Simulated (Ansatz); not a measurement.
All numbers were calculated with Ansatz.

A structure relaxed at PBE0-D4/def2-TZVP, charge 0, multiplicity 1:

```xyz
10

C    -0.9121    1.0747   -0.3489
C    -0.2516   -0.0445   -0.0035
N    -0.8810   -1.1940    0.4314
Ga    1.6956   -0.0107   -0.2160
H    -1.9941    1.1663   -0.2608
H    -0.3810    1.9306   -0.7439
H    -0.3391   -1.8429    0.9741
H    -1.8378   -1.1099    0.7414
H     2.5553   -1.2357    0.2720
H     2.3459    1.2660   -0.8459
```

Give its formula and SMILES.

C2H6GaN, `C=[C](N)[GaH2]`.

Summarise the bond lengths by kind.

1 × C–C 1.345 Å; 2 × C–H 1.082 to 1.089 Å; 1 × C–N 1.381 Å; 1 × C–Ga 1.959 Å; 2 × H–N 1.005 to 1.009 Å; 2 × Ga–H 1.565 to 1.574 Å.
